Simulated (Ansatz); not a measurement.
Mulliken charges of H3O2Sb, SMILES `[OH][SbH][OH]` from ωB97M-V/def2-TZVPP in Ansatz (PBE0-D4/def2-TZVP geometry).

```csv
atom,x (Å),y (Å),z (Å),charge (e)
O1,-1.454,-0.247,-0.451,-0.499
Sb2,0.428,0.236,-0.727,0.747
O3,1.071,0.007,1.112,-0.499
H4,-1.642,-1.132,-0.773,0.160
H5,0.073,1.879,-0.421,-0.071
H6,1.567,-0.809,1.214,0.160
```

**Question.** By hand: the dipole of these point charges (1 e Å = 4.8032 D).

**Answer.** Σ q r = (0.494, -0.148, -0.772) e Å, of length 0.928 e Å = 4.46 D.

**Question.** How does the dipole of the full density compare? (Estimate.)

**Answer.** The calculation gave: (0.313, -0.400, -0.440) e Å, 3.23 D; the point charges give 1.38 times that, at 27° from its direction.

Point charges leave out the atoms' own dipoles, such as those of lone pairs, and Mulliken's split depends on the basis, so the two needn't agree.
